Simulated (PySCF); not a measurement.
Computed shifts of a molecule C3H4Cl2OSi, PBE/pcSseg-1 (PySCF), GIAO, gas phase, equivalent atoms averaged, in ppm (number of nuclei): ¹³C: 100.6 (1), 84.1 (1), 57.0 (1). ²⁹Si: -30.5 (1). ¹H: 4.14 (3), 2.71 (1). References: ¹³C against TMS (σ = 182.0 ppm); ²⁹Si against TMS (σ = 335.4 ppm); ³⁵Cl against HCl (σ = 936.5 ppm); ¹⁷O against H2O (σ = 334.3 ppm); ¹H against TMS (σ = 31.49 ppm), references at their B3LYP-D3(BJ)/def2-TZVP geometries, non-relativistic (without spin–orbit terms, shifts of atoms bonded to Cl or Br come out too high). Coordinates come from a B3LYP-D3(BJ)/def2-SVP optimisation. One conformer was computed; it need not be the lowest.

Problem. Which structure fits?
A) Cl[SiH](Cl)C1=CCO1
B) Cl/C=C1\CO[Si@@H]1Cl
C) C#C[Si](Cl)(Cl)OC
D) CC#C[Si](O)(Cl)Cl

Solution. C, C#C[Si](Cl)(Cl)OC
